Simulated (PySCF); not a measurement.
```xyz
21

Si     1.8522    -1.7706    -0.9403
C      1.1285    -0.1772    -0.2089
C      1.7767     1.0024     0.1885
S      3.5211     1.3021     0.0987
C      1.0185     2.0967     0.7235
C     -0.3542     2.0228     0.8603
C     -1.0574     0.8463     0.4703
C     -2.4637     0.6797     0.5738
C     -3.0409    -0.5141     0.1617
C     -2.1979    -1.5360    -0.3534
N     -0.8825    -1.4160    -0.4647
C     -0.2943    -0.2491    -0.0649
H      1.6367    -2.9575    -0.0487
H      1.3582    -2.0359    -2.3316
H      3.3537    -1.5948    -1.0525
H      3.8505     0.0877    -0.4319
H      1.5512     3.0110     1.0279
H     -0.9158     2.8756     1.2729
H     -3.0784     1.4990     0.9795
H     -4.1264    -0.6780     0.2273
H     -2.6361    -2.4940    -0.6872
```

Charge 0, multiplicity 1.

Problem. Give the Mulliken and meta-Löwdin atomic charges from PBE-D3(BJ)/def2-TZVP // PBE-D3(BJ)/def2-SVP (PySCF).

Solution. 
| atom | Mulliken (e) | meta-Löwdin (e) |
|---|---|---|
| Si1 | 0.16 | 0.42 |
| C2 | -0.10 | -0.24 |
| C3 | 0.13 | -0.05 |
| S4 | -0.15 | -0.01 |
| C5 | -0.18 | -0.13 |
| C6 | -0.19 | -0.11 |
| C7 | 0.08 | -0.01 |
| C8 | -0.16 | -0.09 |
| C9 | -0.10 | -0.15 |
| C10 | -0.09 | 0.00 |
| N11 | -0.18 | -0.24 |
| C12 | 0.19 | 0.11 |
| H13 | -0.02 | -0.07 |
| H14 | -0.02 | -0.07 |
| H15 | -0.07 | -0.11 |
| H16 | 0.15 | 0.12 |
| H17 | 0.11 | 0.13 |
| H18 | 0.10 | 0.12 |
| H19 | 0.12 | 0.12 |
| H20 | 0.12 | 0.13 |
| H21 | 0.11 | 0.12 |
